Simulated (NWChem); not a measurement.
System: NaF; SMILES [F][Na]

Input file for NWChem:

```
start job
memory heap 200 mb stack 900 mb global 1100 mb
geometry units angstroms noautosym nocenter noautoz
  Na     0.000000     0.000000    -0.856691
  F      0.000000     0.000000     1.031560
end
basis spherical
  * library 6-31g*
end
dft
  xc hfexch
  iterations 150
end
property
  shielding
end
task dft property
```

Parts of the log:

```
             Northwest Computational Chemistry Package (NWChem) 7.3.0
             --------------------------------------------------------

                             Geometry "geometry" -> ""
                             -------------------------

 Output coordinates in angstroms (scale by  1.889725989 to convert to a.u.)

  No.       Tag          Charge          X              Y              Z
 ---- ---------------- ---------- -------------- -------------- --------------
    1 Na                  11.0000     0.00000000     0.00000000    -0.85669100
    2 F                    9.0000     0.00000000     0.00000000     1.03156000

 Effective nuclear repulsion energy (a.u.)      27.7444829374

  xc_inp: hfexch multiplicative factor not found.
                              NWChem Property Module
                              ----------------------

  itol2e modified to match energy
  convergence criterion.

                                 NWChem DFT Module
                                 -----------------

 Summary of "ao basis" -> "ao basis" (spherical)
 ------------------------------------------------------------------------------
       Tag                 Description            Shells   Functions and Types
 ---------------- ------------------------------  ------  ---------------------
 Na                          6-31g*                  8       18   4s3p1d
 F                           6-31g*                  6       14   3s2p1d

  itol2e modified to match energy
  convergence criterion.

            General Information
            -------------------
          SCF calculation type: DFT
          Wavefunction type:  closed shell.
          No. of atoms     :     2
          No. of electrons :    20
           Alpha electrons :    10
            Beta electrons :    10
          Charge           :     0
          Spin multiplicity:     1
          Use of symmetry is: off; symmetry adaption is: off
          Maximum number of iterations: 150
          AO basis - number of functions:    32
                     number of shells:    14
          Convergence on energy requested:  1.00D-07
          Convergence on density requested:  1.00D-05
          Convergence on gradient requested:  5.00D-04

              XC Information
              --------------
                     Hartree-Fock (Exact) Exchange  1.000

      Superposition of Atomic Density Guess
      -------------------------------------

 Sum of atomic energies:        -261.21372405

      Non-variational initial energy
      ------------------------------

 Total energy =    -260.905737
 1-e energy   =    -422.110932
 2-e energy   =     133.460712
 HOMO         =      -0.627073
 LUMO         =      -0.055925

   convergence    iter        energy       DeltaE   RMS-Dens  Diis-err
 ---------------- ----- ----------------- --------- --------- ---------
 d= 0,ls=0.0,diis     1   -261.2298010913 -2.89D+02  2.12D-02  7.64D-01
 d= 0,ls=0.0,diis     2   -261.2713823013 -4.16D-02  7.27D-03  3.99D-01
 d= 0,ls=0.0,diis     3   -261.3006301594 -2.92D-02  8.38D-04  4.27D-04
 d= 0,ls=0.0,diis     4   -261.3007285332 -9.84D-05  1.59D-04  4.23D-05
 d= 0,ls=0.0,diis     5   -261.3007346560 -6.12D-06  3.87D-05  4.68D-07
 d= 0,ls=0.0,diis     6   -261.3007348779 -2.22D-07  8.12D-06  9.15D-09
 d= 0,ls=0.0,diis     7   -261.3007348826 -4.73D-09  9.38D-07  2.54D-10

[...]

          -----------------------------------------
          Chemical Shielding Tensors (GIAO, in ppm)
          -----------------------------------------

                                NWChem CPHF Module
                                ------------------

  scftype          =     RHF
  nclosed          =       10
  nopen            =        0
  variables        =      220
  # of vectors     =        3
  tolerance        = 0.10D-03
  level shift      = 0.00D+00
  max iterations   =       50
  max subspace     =       30

 SCF residual:    4.0616996876938198E-006

Iterative solution of linear equations
  No. of variables      220
  No. of equations        3
  Maximum subspace       30
        Iterations       50
       Convergence  1.0D-04

   iter   nsub   residual    time
   ----  ------  --------  ---------
     1      3    4.31D-01       2.3
     2      6    9.20D-02       2.6
     3      9    6.01D-03       2.9
     4     12    2.61D-03       3.2
     5     15    4.54D-04       3.5
     6     18    6.21D-05       3.8

      Atom:    1  Na
        Diamagnetic
    626.2329     -0.0000      0.0000
     -0.0000    626.2329     -0.0000
      0.0000     -0.0000    629.4139

        Paramagnetic
    -47.6484     -0.0000     -0.0000
     -0.0000    -47.6484      0.0000
     -0.0000      0.0000      0.0000

        Total Shielding Tensor
    578.5845     -0.0000     -0.0000
     -0.0000    578.5845      0.0000
     -0.0000      0.0000    629.4139

           isotropic =     595.5276
          anisotropy =      50.8294

          Principal Components and Axis System
                 1           2           3
              629.4139    578.5845    578.5845

      1        -0.0000     -0.0000      1.0000
      2         0.0000      1.0000     -0.0000
      3         1.0000      0.0000     -0.0000

      Atom:    2  F
        Diamagnetic
    468.0046      0.0000      0.0000
      0.0000    468.0046      0.0000
      0.0000      0.0000    483.4630

        Paramagnetic
    -84.4594      0.0000      0.0000
      0.0000    -84.4594     -0.0000
      0.0000     -0.0000      0.0000

        Total Shielding Tensor
    383.5452      0.0000      0.0000
      0.0000    383.5452     -0.0000
      0.0000     -0.0000    483.4630

           isotropic =     416.8511
          anisotropy =      99.9178

          Principal Components and Axis System
                 1           2           3
              483.4630    383.5452    383.5452

      1         0.0000      0.0000      1.0000
      2        -0.0000      1.0000      0.0000
      3         1.0000     -0.0000      0.0000
```

Level: Hartree-Fock/6-31G* (spherical d), GIAO. Geometry: optimised at PBE0/def2-SVP. The printed shielding anisotropy is the first printed principal value minus the mean of the other two.
